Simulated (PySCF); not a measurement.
Bonds (- single, = double, # triple, : aromatic): C1-C2, C2=N3, N3-Si4, Si4-C5, Si4-Si6. C1 carries H7, H8, H9; C2 carries H10; Si4 carries H11; C5 carries H12, H13, H14; Si6 carries H15, H16, H17. Stereochemistry as in C/C=N/[Si@@H](C)[SiH3].

[PySCF 2.14.0 with density-fitted response routines: GFN2-xTB geometry; PBE0/pcSseg-1 with gauge-including orbitals; no solvent; equivalent nuclei averaged; one conformer; no relativistic terms]

Chemical shifts δ = σref − σ; TMS for 13C (σ = 186.93 ppm), 1H (σ = 31.72 ppm), 29Si (σ = 349.16 ppm); 15N (σ = 267.73 ppm) against NH3, all at this level.

| atoms | nucleus | count | Hirshfeld charge | δ (ppm) |
| --- | --- | --- | --- | --- |
| C5 | 13C | 1 | -0.21 | -0.6 |
| Si6 | 29Si | 1 | 0.20 | -116.4 |
| H15/H16/H17 | 1H | 3 | -0.08 | 3.31 |
| H10 | 1H | 1 | 0.04 | 8.81 |
| H12/H13/H14 | 1H | 3 | 0.04 | 0.44 |
| N3 | 15N | 1 | -0.24 | ? |
| C1 | 13C | 1 | -0.12 | ? |
| C2 | 13C | 1 | 0.07 | 177.1 |
| H11 | 1H | 1 | -0.09 | 5.42 |
| H7/H8/H9 | 1H | 3 | 0.05 | 2.16 |
| Si4 | 29Si | 1 | 0.31 | ? |

Question: Estimate the values marked ?.

Answer: 
- C1: 33.7 ppm, methyl carbon; a saturated carbon with 1 carbon neighbour and no heteroatom attached
- N3: 383.3 ppm, imine nitrogen
- Si4: -32.8 ppm, silicon bonded to C, N, Si, H

Shifts are as computed. Against solution values, carbons near 30 ppm lie about +3 ppm off and those near 130 ppm about +5 ppm. Of 1309 compounds with measured shifts, 239 miss one by over three times the rms of a fit or turn the order of signals round; such compounds aren't used in these exercises. Experimental scales use liquid or dissolved standards, which lie at an offset from isolated NH3 (liquid NH3: subtract about 20 ppm). Unscaled 15N shifts of sp2 nitrogen come out 20 to 40 ppm too high even then.
